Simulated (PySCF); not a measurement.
SSn (SMILES [S]=[Sn]), singlet, at a GFN2-xTB geometry (such geometries of metal compounds can be far from the true shape) (core potentials on Sn).

PySCF was given this input:
```python
from pyscf import gto, scf, dft
import numpy

mol = gto.M(
    atom='''
Sn   -0.000000   -0.000000   -0.541068
S     0.000000    0.000000    1.690837
''',
    basis='def2-tzvpd',
    ecp={'Sn': 'def2-tzvpd'},
    charge=0,
    spin=0,
    verbose=4,
)
print('smallest overlap eigenvalue', numpy.linalg.eigvalsh(mol.intor('int1e_ovlp'))[0])

mf = dft.RKS(mol)
mf.xc = 'b3lyp'
mf = mf.density_fit(auxbasis='def2-universal-jkfit')
mf.kernel()
```

**Question.** What Mulliken (on the basis functions themselves) charges in atom order does PySCF with DF-B3LYP/def2-TZVPD give?

**Answer.** Sn1 0.54, S2 -0.54

**Question.** What HOMO-LUMO gap does DF-B3LYP/def2-TZVPD give?

**Answer.** 4.29 eV

**Question.** What is the computed number of basis functions (DF-B3LYP/def2-TZVPD)?

**Answer.** 102

**Question.** What dipole moment does DF-B3LYP/def2-TZVPD give?

**Answer.** 3.52 D

**Question.** What is the computed nuclear repulsion energy (DF-B3LYP/def2-TZVPD)?

**Answer.** 83.4580 Eh

**Question.** Estimate the total energy that DF-B3LYP/def2-TZVPD returns for this input.

**Answer.** -612.6435 Eh
